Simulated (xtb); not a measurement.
CS2, charge +1, doublet, at a GFN2-xTB geometry (a state made from the parent by changing its charge; the spin is typed, not shown lowest). Base run: GFN0-xTB (xtb).

Input for xtb:
```
$ xtb mol.xyz --gfn 0 --chrg 1 --uhf 1 --json

# file mol.xyz
3

S     -0.00000000    -0.00000000    -1.55963386
C      0.00000000     0.00000000     0.00000000
S      0.00000000     0.00000000     1.55963386
```

Variants of this job, named by their change:

```json
[
 {"change": "base", "ΔE vs base (kJ/mol)": "0.00"},
 {"change": "acc = 1000", "ΔE vs base (kJ/mol)": "0.00"},
 {"change": "etemp = 10", "ΔE vs base (kJ/mol)": "3.34"},
 {"change": "acc = 0.1", "ΔE vs base (kJ/mol)": "0.00"},
 {"change": "etemp = 10000", "ΔE vs base (kJ/mol)": "-185.3"},
 {"change": "etemp = 1000", "ΔE vs base (kJ/mol)": "-8.07"}
]
```
